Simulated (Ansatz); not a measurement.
Clusters of 8 atoms, capped: PBE-D4/def2-SVP single points in Ansatz on relaxed structures, gas phase. Each cluster is the lowest isomer that a short search found in that spin, judged at the geometry's level, and lower ones may exist. Core potentials for Sn, no spin–orbit coupling. HOMO and LUMO are taken over both spins. Binding counts from free atoms in the multiplicity of their measured ground term, without zero-point energy. A dash marks a value that wasn't run or was left out as unsound. The structures are stationary points that may keep the symmetry of their start. Remarks come from the PBE and PBE0 runs and from stability tests at other levels; not every state was tested.

Estimate the order by binding per atom (eV), lowest first.
A. Al7H (singlet)
B. B6H2 (singlet)
C. Ge5H3 (doublet)
D. Si5F3 (doublet)
E. B5H3 (singlet)
F. Sn4Cl4 (singlet)

A (2.29), C (2.76), F (2.93), D (3.99), E (4.17), B (4.38).

In full:

```json
{"species": "Sn4Cl4", "atoms": "8", "state": "singlet", "geometry": "PBE0-D4/def2-SVP", "HOMO (eV)": "-4.96", "LUMO (eV)": "-3.17", "gap (eV)": "1.79", "binding per atom (eV)": "2.93", "point group (within 0.1 Å)": "–", "remarks": "restricted SCF unstable in HF"}
{"species": "Li3H5⁺", "atoms": "8", "state": "doublet", "geometry": "PBE0-D4/def2-TZVP", "HOMO (eV)": "-7.41", "LUMO (eV)": "-5.88", "gap (eV)": "1.53", "binding per atom (eV)": "–", "point group (within 0.1 Å)": "–", "remarks": "–"}
{"species": "B5H3", "atoms": "8", "state": "singlet", "geometry": "PBE-D4/def2-SVP", "HOMO (eV)": "-6.34", "LUMO (eV)": "-4.22", "gap (eV)": "2.12", "binding per atom (eV)": "4.17", "point group (within 0.1 Å)": "Cs", "remarks": "–"}
{"species": "Al7H", "atoms": "8", "state": "singlet", "geometry": "B3LYP-D4/def2-SVP", "HOMO (eV)": "-4.79", "LUMO (eV)": "-3.68", "gap (eV)": "1.12", "binding per atom (eV)": "2.29", "point group (within 0.1 Å)": "–", "remarks": "restricted SCF unstable in HF"}
{"species": "Ge5H3", "atoms": "8", "state": "doublet", "geometry": "PBE0-D4/def2-SVP", "HOMO (eV)": "-4.79", "LUMO (eV)": "-4.13", "gap (eV)": "0.66", "binding per atom (eV)": "2.76", "point group (within 0.1 Å)": "–", "remarks": "–"}
{"species": "B6H2", "atoms": "8", "state": "singlet", "geometry": "PBE0-D4/def2-SVP", "HOMO (eV)": "-6.24", "LUMO (eV)": "-5.38", "gap (eV)": "0.86", "binding per atom (eV)": "4.38", "point group (within 0.1 Å)": "C2h", "remarks": "restricted SCF unstable in HF"}
{"species": "Si5F3", "atoms": "8", "state": "doublet", "geometry": "B3LYP-D4/def2-SVP", "HOMO (eV)": "-5.85", "LUMO (eV)": "-5.11", "gap (eV)": "0.74", "binding per atom (eV)": "3.99", "point group (within 0.1 Å)": "Cs", "remarks": "–"}
{"species": "Al5F3⁺", "atoms": "8", "state": "doublet", "geometry": "PBE-D4/def2-SVP", "HOMO (eV)": "-8.45", "LUMO (eV)": "-7.88", "gap (eV)": "0.56", "binding per atom (eV)": "–", "point group (within 0.1 Å)": "–", "remarks": "–"}
```

The gap (eV) runs from 0.56 (Al5F3⁺) to 2.12 (B5H3).
